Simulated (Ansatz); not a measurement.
Reaction (ligand exchange at the Si–C bond): `FC[SiH](F)Cl` + `S[SiH2]Cl` → `F[SiH](Cl)S[SiH2]Cl` + fluoromethane

Gas-phase electronic energies from Ansatz, PBE0-D4/def2-TZVP geometries. CBS: MP2 limit from def2 TZ/QZ plus the TZ coupled-cluster correction, frozen cores. This one scheme is used for every species. One conformer a species, not always the lowest.

```json
{"species": "`FC[SiH](F)Cl`", "HF/def2-QZVPP energy (Eh)": "-987.20487"}
{"species": "`S[SiH2]Cl`", "HF/def2-QZVPP energy (Eh)": "-1147.86261"}
{"species": "`F[SiH](Cl)S[SiH2]Cl`", "HF/def2-QZVPP energy (Eh)": "-1995.98620"}
{"species": "`CF`", "HF/def2-QZVPP energy (Eh)": "-139.10888"}
```

Q: Work out ΔE.

A: ΔE = (-1995.98620) + (-139.10888) − (-987.20487) − (-1147.86261) = -0.02760 Eh = -0.75 eV. CCSD(T)/CBS gives -0.85 eV.

Largest T1 diagnostic among the species: 0.011.

From PBE to PBE0 (25 % exact exchange), in def2-TZVPP and without D4, ΔE moves by −0.03 eV. The D4 term adds −0.14 eV with B3LYP and −0.08 eV with PBE0; it sums over pairs of atoms, weighted by their polarisabilities, and B3LYP, whose exchange is more repulsive, gets the larger term. In def2-TZVPP, CCSD(T) changes the Hartree–Fock value by −0.06 eV (the triples alone add −0.03 eV) and MP2 by −0.15 eV.

B3LYP here is the variant with VWN-RPA as its local correlation; programs differ in this.
